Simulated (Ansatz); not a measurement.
`[SiH3]OC[SiH2]S` + `[F][GaH][F]` → `[F][Ga]([F])[SiH3]` + `OC[SiH2]S`  (formal exchange of groups at the Si–O bond)

Calculated with Ansatz (gas phase, PBE0-D4/def2-TZVP geometries, no zero-point term in ΔE). CCSD(T)/CBS adds triple-zeta CCSD(T) − MP2 to the extrapolated MP2 energy (def2 sets, frozen cores). For Ga outer-core shells are correlated without core-valence functions, which leaves a few kJ/mol of doubt a bond. Scalar relativity is left out up to krypton. Each species was taken in one conformer, which may not be the lowest.

| level | ΔE (eV) |
| --- | --- |
| SCS-MP2/def2-TZVPP | 0.73 |
| CCSD(T)/def2-TZVPP | 0.62 |

Task: What does CCSD(T)/CBS give? (Estimate.)

Result: Computed: +0.58 eV. The listed levels differ from it by 0.15, 0.04 eV.

Largest T1 diagnostic among the species: 0.015.

From PBE to PBE0 (25 % exact exchange), in def2-TZVPP and without D4, ΔE moves by +0.07 eV. The D4 term adds +0.05 eV with B3LYP and +0.03 eV with PBE0; it sums over pairs of atoms, weighted by their polarisabilities, and B3LYP, whose exchange is more repulsive, gets the larger term. In def2-TZVPP, CCSD(T) changes the Hartree–Fock value by −0.17 eV (the triples alone add −0.02 eV) and MP2 by −0.09 eV.

B3LYP here is the variant with VWN-RPA as its local correlation; programs differ in this.
